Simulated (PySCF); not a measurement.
Species: C3H7FPSi2 (doublet state).
Geometry (GFN2-xTB, Å), atoms numbered from 1 in this order:
```
atom  x, y, z in Å
C1    -3.4639    0.6461    0.5927
C2    -2.3412    0.2534   -0.0255
C3    -1.3197   -0.1088   -0.6199
Si4    0.2606   -0.6540   -1.3477
Si5    1.7985   -0.8644    0.4044
F6     2.9174   -1.9277   -0.0992
P7     2.9715    0.9431    1.0315
H8    -4.2056   -0.0710    0.8972
H9    -3.6491    1.6858    0.7967
H10    0.7013    0.3560   -2.3262
H11    0.0636   -1.9345   -2.0364
H12    1.3366   -1.5011    1.6393
H13    3.0874    1.4836   -0.2391
H14    1.8419    1.6929    1.3101
```

The hyperfine couplings belong to this conformer and change with its torsions.

As a line formula: `[CH2]C#C[SiH2][Si@@H](F)P` [radical].

Method: PySCF 2.14.0, UKS B3LYP, pcH-1 on C F H P Si, non-relativistic, mean-field spin-orbit, GIAO. The structure is a single GFN2-xTB conformer in the gas phase; no vibrational or solvent corrections. The geometry wasn't refined by DFT: couplings that depend on bond lengths, twists or pyramidal angles can differ widely from those at the functional's own minimum. No stability test was run, so a lower SCF solution isn't excluded.

**Question.** Break the g tensor into its mass correction, gauge correction and orbital-Zeeman/spin–orbit terms.

**Answer.** 
```json
{"Δg (ppm)": "relativistic mass correction", "1": "-139", "2": "-139", "3": "-139"}
{"Δg (ppm)": "gauge correction", "1": "-1", "2": "16", "3": "31"}
{"Δg (ppm)": "orbital Zeeman/spin–orbit", "1": "27", "2": "711", "3": "1094"}
{"Δg (ppm)": "total", "1": "-113", "2": "587", "3": "986"}
```

So g = 2.00221, 2.00291, 2.00331 and g_iso = 2.00281; the tensor is rhombic: the two nearest values differ by 36 % of g3 − g1. 

**Question.** Average each term over the three axes. Which is largest in size?

**Answer.** The orbital-Zeeman/spin–orbit term 611, the mass correction -139 and the gauge correction 15 ppm, for a total of 487 ppm. The orbital-Zeeman/spin–orbit term is the largest in size. The mass correction is the same along every axis, so the anisotropy comes from the other two: their spans along these axes are 32 (gauge) and 1067 ppm (orbital Zeeman/spin–orbit).

**Question.** At 34.17 GHz, how far is the centre of the isotropic spectrum from where a free electron (g = 2.002319) resonates?

**Answer.** B = hν/(g μB) with μB/h = 13.99624 MHz/mT gives 1219.27 mT for the free electron and 1218.97 mT at g_iso, 0.30 mT lower.

**Question.** What effective moment and Curie constant follow for a powder?

**Answer.** With the mean of g² = 4.0112 and S(S+1) = 0.75: μ_eff = √(⟨g²⟩S(S+1)) = 1.734 μB and χT = 0.12505·⟨g²⟩·S(S+1) = 0.376 cm³ K/mol (cgs; spin-Hamiltonian part alone).

**Question.** In a frozen sample, at which fields do the three g values resonate at 9.5, 34, 94 and 263 GHz (hyperfine left aside), and which band first spreads them over more than twice a line width of 1.0 mT?

**Answer.** 
| band | GHz | B(g3) mT | B(g2) mT | B(g1) mT | spread mT |
| --- | --- | --- | --- | --- | --- |
| X | 9.5 | 338.82 | 338.88 | 339.00 | 0.19 |
| Q | 34.0 | 1212.61 | 1212.85 | 1213.27 | 0.67 |
| W | 94.0 | 3352.50 | 3353.17 | 3354.34 | 1.84 |
| J | 263.0 | 9379.88 | 9381.74 | 9385.03 | 5.15 |

The spread grows in proportion to the frequency. J band is the first where it exceeds 2.0 mT.

The Mulliken spin populations are largest on C1 (+0.73), C3 (+0.57) and C2 (-0.27). The angles at C1 add up to 360.0°, so it is planar; its axial dipolar tensor and the negative couplings of its protons fit spin in a p orbital normal to that plane.

The HOMO–LUMO gaps are 5.12 eV among the α and 4.11 eV among the β orbitals.

The run took 1.7 min of wall time (grids of density and orbitals included) on an Arm Neoverse V2 with one thread, shared host, and the process peaked at 0.95 GiB of memory.
